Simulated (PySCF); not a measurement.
# Two-photon absorption: SMILES C[Se]c1ccc[cH+]cc1, [C8H9Se]+, charge +1

Geometry:
```
atom   x (Å)   y (Å)   z (Å)
  C1   3.320  -0.301  -0.100
 Se2   2.221   1.228   0.324
  C3   0.495   0.589   0.028
  C4  -0.506   1.564   0.279
  C5  -1.879   1.469   0.173
  C6  -2.676   0.373  -0.216
  C7  -2.259  -0.888  -0.590
  C8  -0.938  -1.373  -0.669
  C9   0.261  -0.738  -0.403
 H10   3.113  -1.137   0.582
 H11   4.350   0.045   0.063
 H12   3.203  -0.591  -1.153
 H13  -0.137   2.543   0.607
 H14  -2.427   2.381   0.429
 H15  -3.756   0.550  -0.220
 H16  -3.043  -1.602  -0.859
 H17  -0.844  -2.415  -0.992
 H18   1.146  -1.361  -0.549
```

Total charge +1.

Computed, not measured: TDDFT CAM-B3LYP/aug-cc-pVDZ excited states, vertical, gas phase in PySCF. Geometry: PBE0-D3(BJ)/def2-SVP.

The calculation is non-relativistic, which matters for the atoms heavier than Zn.

Question: Give the one- and two-photon strengths of the lowest singlets.

Answer: δ for parallel linear polarisation; σ at the peak of a Lorentzian of half width 0.1 eV, single beam; Ω is circular over linear.
```
state  E (eV)      f  photon λ (nm)  δ (au)  σ (GM)     Ω                                  main
   S1    3.25  0.029            763    92.9    0.36  1.04      HOMO→LUMO+1 0.53, HOMO→LUMO 0.46
   S2    3.59  0.300            691     641    3.02  0.76      HOMO→LUMO 0.50, HOMO→LUMO+1 0.45
   S3    5.33  0.030            465    0.79    0.01  1.44  HOMO−1→LUMO 0.61, HOMO−3→LUMO+1 0.27
   S4    5.41  0.146            459     376    4.03  0.56  HOMO−1→LUMO+1 0.52, HOMO−3→LUMO 0.33
   S5    5.50  0.000            451    3.65    0.04  1.49    HOMO→LUMO+3 0.51, HOMO→LUMO+2 0.18
   S6    5.52  0.003            449      16    0.18  1.50  HOMO−2→LUMO 0.73, HOMO−2→LUMO+1 0.08
```

Among these, the strongest one-photon state is S2, the strongest two-photon state S4.
